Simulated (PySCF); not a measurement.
SMILES C#C[SiH2][SiH2][GeH3] (C₂H₈GeSi₂) at its GFN2-xTB optimised geometry (Å):

```
13

C      1.9837    -1.7503     0.0066
C      0.7823    -1.8073     0.0000
Si    -1.0686    -1.8073     0.0000
Si    -1.7952     0.4013     0.0000
Ge    -0.2130     1.8839     0.8800
H      3.0359    -1.7203     0.0091
H     -1.4822    -2.5745    -1.1829
H     -1.4772    -2.5661     1.1916
H     -3.0359     0.5466     0.7757
H     -2.1403     0.8562    -1.3543
H     -0.7490     3.0292     1.6931
H      0.7848     1.2575     1.8111
H      0.6602     2.5745    -0.1273
```

Level of theory: CAM-B3LYP/def2-TZVP run with PySCF.

Map of the Laplacian of the electron density (e/bohr⁵), clipped to [-1.50, 1.50] on the plane z = 1.5 Å:

```
|===========================|
|===========================|
|===========================|
|===========================|
|===========================|
|===========================|
|=========== -==============|
|===========-=+=============|
|===========+@@+============|
|===========+@@=============|
|============++--===========|
|===========================|
|===========================|
|===========================|
|===========================|
|===========================|
|===========================|
|===========================|
|===========================|
|===========================|
|===========================|
|===========================|
|===========================|
|===========================|
|===========================|
|===========================|
|===========================|
```
Scale: ten equal steps from -1.26 (start of ' ') to 1.50 (end of '@'), in the order ' .:-=+*#%@'; x runs from -5.50 to 5.50, y from -5.50 (bottom) to 5.50 (top).
